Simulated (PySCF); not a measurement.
Problem. Give a PBE0-D3(BJ)/def2-SVP geometry of `[SnH3][n]1nccn1`.

Solution. 
Z-matrix in Å and degrees, rows numbered from 1:
```
Sn
N   1  2.0905
N   2  1.3216  1  122.42
C   3  1.3293  2  104.35  1   177.03
C   4  1.4048  3  108.10  2    -0.14
N   2  1.3220  1  122.39  3   176.52
H   1  1.7016  2  104.83  3    31.82
H   1  1.7058  2  105.61  3   -87.84
H   1  1.7013  2  104.79  3   152.42
H   4  1.0882  3  121.47  2   179.68
H   5  1.0882  4  130.41  3   179.82
```

N2 (pyrrole-type nitrogen) is planar (angles 122.4°, 122.4° and 115.1°, sum 359.9°, 0.03 Å off the plane of its three neighbours). N3 (pyridine-type nitrogen) is bent (angle 104.4°). The 6 heavy atoms lie in one plane (0.017 Å rms). Sn1 (tin bonded to N and 3 H) is distorted tetrahedral (angles from 104.8° to 114.2°).

Method used: PBE0-D3(BJ)/def2-SVP geometry optimisation, gas phase, def2 core potentials past Kr in PySCF 2.14.0.

Point group: Cs (every atom within 0.08 Å of its image). No PBE0-D3(BJ)/def2-SVP frequencies stand behind this structure, so it isn't proved a minimum.

On one thread of an Arm Neoverse V2, no GPU, shared host with 32 logical CPUs at a one-minute load of 15, this took 38 s and 0.51 GiB of memory at its peak. These figures are those of the optimisation.
